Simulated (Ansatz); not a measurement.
Te(CN)2 (TeC₂N₂), relaxed as a singlet with RKS B3LYP-D4/def2-SVP in Ansatz, starting from the GFN2-xTB geometry. Force threshold 0.02 eV/Å.

In the def2 sets Te takes a core potential; there is no spin–orbit coupling.

Start:

```xyz
5

Te    0.818    1.228   -0.191
C     1.205   -0.730    0.284
N     1.455   -1.814    0.548
C    -1.180    0.770   -0.288
N    -2.298    0.546   -0.353
```

Question: Estimate the energy that the relaxation releases and the steps that it takes.

Answer: 7.3 kJ/mol, in 6 steps; 8 s on 4 threads of Arm Neoverse V1 on a shared host. No frequencies were taken in this run, so the end may be a saddle point.

Question: Does the start keep its bonding and symmetry?

Answer: By distances, no bond broke or formed. The bond that changes most is C4–N5, from 1.14 to 1.16 Å (atoms count from 1). Point group C2v at the start, C2v at the end, both within 0.05 Å.

Question: Predict the relaxed structure.

Answer: 
```xyz
5

Te    0.780    1.172   -0.181
C     1.259   -0.780    0.300
N     1.610   -1.854    0.573
C    -1.249    0.796   -0.302
N    -2.401    0.667   -0.389
```
Bond lengths: 2 × C–Te 2.07 Å; 2 × C–N 1.16 Å.
